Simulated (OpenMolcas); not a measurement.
**Ionisation energies of hafnium**

```
Program             : OpenMolcas
Basis               : ANO-R3 [9s7p7d4f3g1h]
Scalar Hamiltonian  : X2C, finite nucleus
Spin-orbit coupling : RASSI with atomic mean-field integrals over the reference wave functions, term energies averaged over their components
```

Active shells in each charge state: the valence d shell, with orbitals averaged over the low states. Where CASPT2's correlated closed shells are named, they are those of the first ion.

A. CASSCF
B. SS-CASPT2, IPEA 0.25 Eh, imaginary shift 0.1 Eh (closed shells correlated: 5s 5p)
C. SS-CASPT2, IPEA 0.25 Eh, imaginary shift 0.1 Eh (closed shells correlated: none)
D. SS-CASPT2, IPEA 0.25 Eh, imaginary shift 0.1 Eh (closed shells correlated: 4f 5s 5p)
E. SS-CASPT2, IPEA 0 Eh, imaginary shift 0.1 Eh (closed shells correlated: 5s 5p)

Energies in eV between the lowest computed levels, named as in B; reference values from the NIST Atomic Spectra Database with their kind.

| From | To | A | B | C | D | E | Spin-orbit share in B | Reference |
| --- | --- | --- | --- | --- | --- | --- | --- | --- |
| Hf2+ 5d2 3F2 | Hf3+ 5d 2D 3/2 | 21.552 | 22.284 | 21.716 | 22.725 | 22.324 | +0.155 | 22.550 (theoretical) |
| Hf3+ 5d 2D 3/2 | Hf4+ 5p6 1S0 | 32.344 | 33.014 | 32.344 | 33.569 | 33.067 | +0.374 | 33.370 (semi-empirical) |

The lowest level within the active space need not be the ion's true ground level.
